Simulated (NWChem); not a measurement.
Molecule: C4H4FN; SMILES C/C(C#N)=C\F

Results from NWChem. Pople sets run with spherical d functions. The geometry was optimised at PBE0/def2-SVP. Level: PBE/6-31G* with SMD (1 M gas to 1 M solution), gas-phase geometry.

```json
[
 {"solvent": "water", "dielectric constant": "78.4", "solvation free energy (kcal/mol)": "-1.0", "cavity-dispersion-structure term (kcal/mol)": "5.5", "dipole in solution (D)": "4.10"},
 {"solvent": "n-hexane", "dielectric constant": "1.88", "solvation free energy (kcal/mol)": "-2.7", "cavity-dispersion-structure term (kcal/mol)": "0.1", "dipole in solution (D)": "3.50"},
 {"solvent": "cyclohexanone", "dielectric constant": "15.6", "solvation free energy (kcal/mol)": "-4.0", "cavity-dispersion-structure term (kcal/mol)": "2.0", "dipole in solution (D)": "4.03"},
 {"solvent": "toluene", "dielectric constant": "2.37", "solvation free energy (kcal/mol)": "-3.0", "cavity-dispersion-structure term (kcal/mol)": "0.5", "dipole in solution (D)": "(withheld)"},
 {"solvent": "ethyl acetate", "dielectric constant": "5.99", "solvation free energy (kcal/mol)": "-4.1", "cavity-dispersion-structure term (kcal/mol)": "1.1", "dipole in solution (D)": "3.90"}
]
```

Question: Complete the blanks.

Answer: 
- toluene, dipole in solution (D): 3.61
